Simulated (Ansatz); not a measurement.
C2H5F3GeO, SMILES `FC(F)(F)C[O][GeH3]`, relaxed with RKS PBE0-D4/def2-TZVP in Ansatz 0.2.0 from a PBE-D4/def2-SVP geometry. The force threshold is 0.005 eV/Å; the program also tests the step.

Charge 0, multiplicity 1.

Start:

```xyz
12

F     0.558    1.598    2.412
C     0.682    0.413    1.761
F     0.140   -0.547    2.539
F     1.997    0.147    1.629
C    -0.016    0.509    0.408
O     0.114   -0.712   -0.266
Ge   -0.584   -0.860   -1.932
H    -1.078    0.788    0.616
H     0.454    1.366   -0.132
H    -0.244   -2.304   -2.349
H    -2.115   -0.603   -1.846
H     0.093    0.205   -2.840
```

(1) How much energy does the relaxation release, and in how many steps? (Estimate.)

(2) Which bonds change most? (Best estimate.)

(3) Give the relaxed structure. (Best estimate.)

Answers

(1) Computed: 4.64 kJ/mol, in 4 steps.

(2) The calculation gave: O6–Ge7 from 1.812 to 1.787 Å; C5–H8 from 1.117 to 1.099 Å; C5–H9 from 1.118 to 1.099 Å; F1–C2 from 1.358 to 1.342 Å.

(3) Ansatz gave: 
```xyz
12

F     0.554    1.574    2.399
C     0.673    0.410    1.744
F     0.140   -0.543    2.510
F     1.975    0.147    1.618
C    -0.018    0.514    0.401
O     0.111   -0.696   -0.270
Ge   -0.578   -0.854   -1.911
H    -1.064    0.782    0.604
H     0.453    1.352   -0.132
H    -0.241   -2.285   -2.325
H    -2.094   -0.600   -1.823
H     0.088    0.201   -2.813
```
